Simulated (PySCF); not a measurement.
How the method changes the constants of LiAs⁻

State: ⁴Σ⁻ (quartet), unpaired electrons σ ↑, π ↑↑. Set-up: Li aug-cc-pVDZ, As aug-cc-pVDZ-PP with ECP10; scalar-relativistic core potentials (PySCF 2.14). De refers to Li + As⁻ in their high-spin ground configurations, without counterpoise correction. The functionals are run spin-unrestricted. A positive dipole points towards As; it is taken about the centre of mass and depends on that origin.

```csv
Level,Re (Å),ωe (cm⁻¹),De (eV),μ (D)
UHF-MP2,2.543,335,n/a,n/a
UHF-SCS-MP2,2.547,328,n/a,n/a
PBE,2.565,333,1.55,9.59
PW91,2.564,334,1.58,9.45
BLYP,2.571,331,1.44,9.88
r²SCAN,2.562,336,1.56,9.79
PBE0,2.548,345,1.57,9.59
B97-3,2.551,340,1.50,10.36
```

(1) What does a quarter of exact exchange do here, going from PBE to PBE0?

Correlated steps freeze 4 core orbitals. Spin–orbit coupling is left out. For an ion De counts to the pair picked by the measured ionisation energies or electron affinities, which need not be the lowest pair at this level. Counting both spins, an empty level lies below a filled one in some of these solutions, because spin and occupation are held. The highest Kohn–Sham level is positive in this anion. Much of that is self-interaction error, but it also means that the finite basis helps to hold the extra electron. The state was picked by a PBE0 search and need not be the measured ground state.

The whole job (state search and all levels along the bond) took about 1.9 min on 1 thread of Arm Neoverse V2 (shared host), peak memory 0.68 GiB.

Answers

(1) PBE0 less PBE: -1.7 pm in Re, +3.6 % in ωe, +0.02 eV in De. Exact exchange removes part of the self-interaction that spreads semilocal densities, and in most molecules shortens and stiffens the bond and lowers De; here De goes the other way.
